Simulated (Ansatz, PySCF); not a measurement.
System: CH5O3Si (charge 0, doublet). It need not be the lowest isomer of its formula. 
Geometry from a B3LYP-D3(BJ)/def2-TZVP (Ansatz, a first-principles code) optimisation:
```xyz
10

Si     0.0812    -0.0102    -0.0005
C     -1.7835     0.1239    -0.0562
O      0.2989    -1.4000    -0.8838
O      0.8505     1.2914    -0.6232
O      0.6877    -0.0959     1.5157
H     -2.2693    -0.7354     0.4055
H     -2.1557     0.2285    -1.0751
H     -2.0511     1.0222     0.5081
H      0.8014     1.4266    -1.5723
H      0.5422    -0.9068     2.0085
```
Charge 0, spin multiplicity 2.

Dipole moments at this geometry, in debye (magnitudes).

```json
[
 {"level": "HF/def2-TZVPD", "program": "PySCF", "dipole (D)": "1.64"},
 {"level": "SVWN5/def2-TZVPD", "program": "Ansatz", "dipole (D)": "2.34"},
 {"level": "r2SCAN/def2-TZVPD", "program": "Ansatz", "dipole (D)": "1.84"},
 {"level": "LC-wPBE/def2-TZVPD", "program": "Ansatz", "dipole (D)": "1.73"},
 {"level": "wB97X-V/def2-TZVPD", "program": "Ansatz", "dipole (D)": "1.72"},
 {"level": "CCSD(T)/aug-cc-pV(D+d)Z", "program": "Ansatz", "dipole (D)": "1.63"}
]
```
